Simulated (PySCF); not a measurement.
## Vibration and rotation of BeCl

UHF-CCSD(T) constants of BeCl, ²Σ⁺ (doublet), unpaired electrons σ ↑ (Be def2-SVP, Cl def2-SVP; no relativity (PySCF 2.14); masses 9.0122 and 34.9689 u):

```
ωe              : 811.5 cm⁻¹
ωexe            : 4.15 cm⁻¹
Be              : 0.68922 cm⁻¹
αe              : 0.00575 cm⁻¹
D (centrifugal) : 1.99e-06 cm⁻¹
De to Be + Cl   : 3.28 eV
```

**Question.** Give the vibrational terms G(v) and spacings up to v = 6.

**Answer.** G(v) = ωe(v+½) − ωexe(v+½)².

| v | G(v) (cm⁻¹) | G(v) − G(v−1) | Bv (cm⁻¹) |
| --- | --- | --- | --- |
| 0 | 404.7 |  | 0.6863 |
| 1 | 1207.9 | 803.2 | 0.6806 |
| 2 | 2002.8 | 794.9 | 0.6748 |
| 3 | 2789.4 | 786.6 | 0.6691 |
| 4 | 3567.7 | 778.3 | 0.6633 |
| 5 | 4337.7 | 770.0 | 0.6576 |
| 6 | 5099.4 | 761.7 | 0.6518 |

**Question.** How well does the Morse estimate ωe²/(4ωexe) reproduce De, and what is D0?

**Answer.** It gives 4.92 eV, 150 % of the computed De. D0 = De − G(0) = 3.28 − 0.05 = 3.23 eV.

Correlated steps freeze 5 core orbitals. Correlated levels converge slowly with the basis: in double zeta they bind strong bonds too weakly, by up to about 1 eV, and carry superposition errors of some tenths. The state is the lowest determinant that a PBE0 search found; another state may lie lower at other levels.
